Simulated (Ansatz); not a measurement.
**ICl (iodine monochloride): the vertical ionisation energy from total energies**

ICl has 2 atoms, charge 0, and is taken as a singlet. SMILES: `ClI`. Geometry: relaxed at GFN2-xTB.

```xyz
2

Cl    0.0000    0.0000    0.0000
I     0.0000    0.0000    2.3065
```

Both states at this one shape; open shells run unrestricted unless said. 1 Eh = 27.2114 eV.

```
                                  level  program  singlet ICl (Eh)  doublet ICl+ (Eh)
                          revPBE/STO-3G   Ansatz      -7307.570517       -7307.254268
                       CAM-B3LYP/STO-3G   Ansatz      -7308.228946       -7307.897267
BCCD(T)/STO-3G, 23 core orbitals frozen   Ansatz      -7305.289436       -7304.998663
```

Task: Work out the vertical ionisation energy at each level.

Result: 
1. revPBE/STO-3G: -7307.254268 − (-7307.570517) = 0.316249 Eh = 8.61 eV.
2. CAM-B3LYP/STO-3G: -7307.897267 − (-7308.228946) = 0.331679 Eh = 9.03 eV.
3. BCCD(T)/STO-3G: -7304.998663 − (-7305.289436) = 0.290773 Eh = 7.91 eV.

No measured value is set beside it here; the levels span 7.91 to 9.03 eV. Spin-orbit coupling, which splits open shells on such heavy atoms by tenths of an eV, is left out. Minimal sets are far from the basis-set limit. All-electron rows are non-relativistic unless named.
